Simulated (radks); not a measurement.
The numbers below are computed, except where a source is named.
Spherical jellium clusters: N electrons in a uniform positive sphere of charge N and radius rs N^(1/3), rs = 4.79 bohr. Level of theory: non-relativistic Kohn-Sham, LDA (Slater exchange, Perdew-Wang correlation), spin-polarised, spherical densities (a radial shooting solver with Libxc functionals). Levels are named by radial order and angular momentum (1s, 1p, 1d, 2s, ...), and open shells are averaged over m.

N = 36, configuration 1s2 1p6 1d10 2s2 1f14 2p(up 2, down 0). This is the lowest configuration that the search found. Occupied and some empty levels:

level    occupation  eigenvalue (eV)  <r> (bohr)
1s up             1          -4.3143       9.160
1s down           1          -4.1960       9.809
1p up             3          -3.8958       11.05
1p down           3          -3.8320       11.32
1d up             5          -3.3869       12.19
1d down           5          -3.3482       12.29
2s up             1          -3.1945       9.586
2s down           1          -3.0356       9.192
1f up             7          -2.7858       13.02
1f down           7          -2.7569       13.04
2p up             2          -2.4151       10.55
2p down           0          -2.2606       10.67
1g up             0          -2.0980       13.72
1g down           0          -2.0718       13.71
2d up             0          -1.5801       12.04
2d down           0          -1.4737       12.34
3s up             0          -1.4401       11.75
3s down           0          -1.3497       11.85

Energy (eV): total -68.4871, kinetic 45.223, external -2662.2, Hartree 1325.4, exchange-correlation -114.82, background 1337.8.

Electron density:

r (bohr)  n(r) (e/bohr^3)
1.74             0.002384
3.62             0.002305
5.49             0.002087
7.36             0.001974
9.23             0.002223
11.1             0.002563
13.0             0.002293
14.8             0.001274
16.7            0.0004033
18.6           0.00008957
20.5           0.00001654
22.3            2.782e-06
24.2            4.493e-07
